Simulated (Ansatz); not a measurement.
Harmonic frequencies (cm⁻¹) at PBE0-D4/def2-TZVP from Ansatz: 90, 171, 211, 255, 260, 420, 439, 504, 659, 748, 765, 816, 944, 967, 1102, 1171, 1184, 1209, 1332, 1360, 1476, 1481, 1494, 2098, 2595, 2683, 3004, 3064, 3156, 3505.

Each molecule was computed in one conformer, which needn't be the lowest.

**Question.** Which molecule is it?
A. `CB(C)N=C=O`
B. `NB(O)C1C=C1`
C. `BC(=C=N)OC`
D. `F[SiH]1CC[SiH2]1`

**Answer.** C.
